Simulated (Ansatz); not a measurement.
`OC([SiH3])[AsH2]` + `[OH][Mg][SH]` → `[SiH3][O][Mg][SH]` + `OC[AsH2]`  (ligand exchange at the Si–C bond)

Program: Ansatz. Geometries: PBE0-D4/def2-TZVP. ΔE: electronic, gas phase. CBS: MP2 limit from def2 TZ/QZ plus the TZ coupled-cluster correction, frozen cores. DFT in def2-TZVPP. B3LYP here is the variant with VWN-RPA as its local correlation; programs differ in this. For As, Mg outer-core shells are correlated without core-valence functions, which leaves a few kJ/mol of doubt a bond. Scalar relativity is left out up to krypton. Each species was taken in one conformer, which may not be the lowest.

CCSD(T)/CBS gives -30.8 kcal/mol.

Task: Another level gave -32.6 kcal/mol. Which?
A. B3LYP/def2-TZVPP
B. CCSD(T)/def2-TZVPP
C. PBE-D4/def2-TZVPP
D. ωB97M-V/def2-TZVPP

Result: A. B3LYP -32.6, CCSD(T)/def2-TZVPP -31.1, PBE-D4 -27.3, ωB97M-V -29.9 kcal/mol.

Largest T1 diagnostic among the species: 0.012.

The D4 term adds +2.0 kcal/mol with B3LYP and +1.1 kcal/mol with PBE0; it sums over pairs of atoms, weighted by their polarisabilities, and B3LYP, whose exchange is more repulsive, gets the larger term. In def2-TZVPP, CCSD(T) changes the Hartree–Fock value by +6.4 kcal/mol (the triples alone add +0.9 kcal/mol) and MP2 by +6.8 kcal/mol.
